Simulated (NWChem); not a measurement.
Molecule: GeH2BrCl; SMILES [Br][GeH2][Cl]

This build's default masses of Se (78.918 u) and Br (79.917 u) are each other's, which moves their modes by up to 0.6 %.

Task: Give the equilibrium geometry at PBE0/def2-SVP (NWChem) as an XYZ file, with the point group.

Result: point group Cs; any orientation.
```
5

Ge    -0.6836     0.5305     0.0000
Cl     0.8726     2.0172     0.0000
Br     0.2764    -1.5574     0.0000
H     -1.4874     0.6860     1.2930
H     -1.4874     0.6860    -1.2930
```
